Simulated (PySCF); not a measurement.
PySCF input file for B(Br)(OH)(OMe) (CH4BBrO2), SMILES COB(O)Br, PBE/pcSseg-1. The structure is a stationary point at B3LYP-D3(BJ)/def2-SVP. The structure was generated by enumeration, and PubChem lists no compound with its InChIKey, so it may never have been made. One conformer was computed; it need not be the lowest.

```python
import numpy as np
from pyscf import gto, scf, dft
from pyscf.prop.nmr import rks as nmr

mol = gto.M(
    atom='''
    B    -0.41494513   -0.42317587    0.12773376
    Br    0.76427683    1.13690889    0.16070068
    O    -1.28723942   -0.63870283    1.14329377
    H    -1.24681233    0.03406987    1.83307916
    O    -0.31557256   -1.24540147   -0.92543994
    C    -1.11096737   -2.41168126   -1.07516152
    H    -1.70875671   -2.32078117   -1.99539326
    H    -0.44699311   -3.28420391   -1.17467052
    H    -1.78410133   -2.56209450   -0.21806965
    ''',
    basis='pcSseg-1',
    charge=0,
    spin=0,
    max_memory=1600,
    verbose=3,
)
mf = dft.RKS(mol, xc='pbe')
mf.grids.level = 3
mf.conv_tol = 1e-10
mf.max_cycle = 100
mf.kernel()
n = nmr.NMR(mf)
n.verbose = 2
n.max_cycle_cphf = 60
sigma = n.kernel()
print('atom   isotropic/ppm   span/ppm')
for i, s in enumerate(sigma):
    w = np.linalg.eigvalsh((s + s.T) / 2)
    print(f'{mol.atom_symbol(i):2s}{i + 1:3d} {w.mean():14.3f} {w[2] - w[0]:11.3f}')
```

Output:

```
converged SCF energy = -2789.17945046087
atom   isotropic/ppm   span/ppm
B   1         70.373      18.963
Br  2       2466.989     753.676
O   3        180.050     181.520
H   4         27.058      13.091
O   5        213.406     218.587
C   6        124.002      88.819
H   7         27.453      10.430
H   8         27.455      10.412
H   9         26.769       9.759
```

The run converged.

Cost: very roughly 20 core-seconds.
